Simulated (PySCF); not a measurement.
**Sr (strontium, neutral): UHF calculation**

Configuration: [Kr] 4d2, high-spin 3F determinant (an excited configuration). All numbers are calculated (PySCF 2.14, scalar relativity by spin-free X2C-1e, in aug-cc-pwCVTZ-X2C).

- Total energy: -3177.192702 hartree
- One-electron energy: -4398.7914 hartree
- Hartree (Coulomb) energy: 1325.6841 hartree
- Exchange energy: -104.0855 hartree
- ⟨S²⟩: 2.0029
- ⟨L²⟩: 12.020
- Sum of ⟨r⟩: 31.13 bohr
- Sum of ⟨r²⟩: 75.11 bohr²
- Langevin diamagnetic susceptibility: -59.5 ×10⁻⁶ cm³/mol

| shell | electrons | mean orbital energy (eV) | spread (eV) | rms radius, mean of both spins (bohr) |
| --- | --- | --- | --- | --- |
| 1s β | 1 | -16195.9 | 0 | 0.0450 |
| 1s α | 1 | -16195.9 | 0 | 0.0450 |
| 2s α | 1 | -2259.7 | 0 | 0.187 |
| 2s β | 1 | -2259.7 | 0 | 0.187 |
| 2p α | 3 | -2002.4 | 0 | 0.166 |
| 2p β | 3 | -2002.4 | 0 | 0.166 |
| 3s β | 1 | -377.90 | 0 | 0.524 |
| 3s α | 1 | -377.90 | 0 | 0.524 |
| 3p α | 3 | -292.20 | 0 | 0.535 |
| 3p β | 3 | -292.20 | 0 | 0.535 |
| 3d α | 5 | -150.34 | 0.170 | 0.547 |
| 3d β | 5 | -150.25 | 0.038 | 0.547 |
| 4s α | 1 | -51.246 | 0 | 1.47 |
| 4s β | 1 | -50.806 | 0 | 1.47 |
| 4p α | 3 | -28.643 | 0 | 1.70 |
| 4p β | 3 | -27.769 | 0 | 1.70 |
| 4d α | 2 | -2.850 | 0 | 4.90 |

Densities and radii are taken from the X2C orbitals without a picture-change correction, which distorts them close to the nucleus.

Spin-orbit constants ζ (cm⁻¹) from the X2C one-electron operator on these orbitals: bare nucleus, nucleus screened by l(l+1)(2l+1)/3 electrons, and screened by the Breit-Pauli mean field of the electrons.

| shell | bare | screened nucleus | mean field |
| --- | --- | --- | --- |
| 2p | 375800 | 356000 | n/a |
| 3p | 58050 | 54990 | n/a |
| 3d | 7703 | 5676 | n/a |
| 4p | 5674 | 5375 | n/a |
| 4d | 108.9 | 80.27 | n/a |

To first order the Landé constant is A = 40.13 cm⁻¹, so the lowest level has J = 2 and lies 0.0199 eV below the centre of the term. This holds in LS coupling only.
